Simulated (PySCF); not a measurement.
## Br⁻ (bromine, charge -1) across methods

[Kr], closed-shell 1S. Computed with PySCF 2.14 in aug-cc-pwCVDZ-PP with ECP10MDF, with a scalar-relativistic core potential.

```tsv
method	E (hartree)	mean ε 3d (eV)	mean ε 4s (eV)	mean ε 4p (eV)	Σ⟨r²⟩ (bohr²)	⟨S²⟩
UHF	-415.56410	-76.851	-19.395	-3.744	52.69	0.000
LDA	-416.3427	-58.765	-11.838	-0.006	54.39	0.000
r2SCAN	-416.8014	-59.242	-12.255	-0.098	53.13	0.000
PBE	-416.9189	-58.734	-11.584	0.131	54.35	0.000
M06	-417.0164	-63.772	-13.699	-0.961	53.14	0.000
BLYP	-416.8886	-58.662	-11.542	0.249	55.00	0.000
M06-L	-416.9443	-59.286	-11.966	0.126	52.73	0.000
B3LYP	-416.9949	-62.583	-13.396	-0.790	54.01	0.000
PBE0	-416.8928	-63.451	-13.716	-0.996	53.29	0.000
```

Energies and moments cover only the electrons outside the core potential.

The highest occupied level is positive at PBE, BLYP, M06-L: only the finite basis holds that electron, which in a density functional comes from self-interaction.
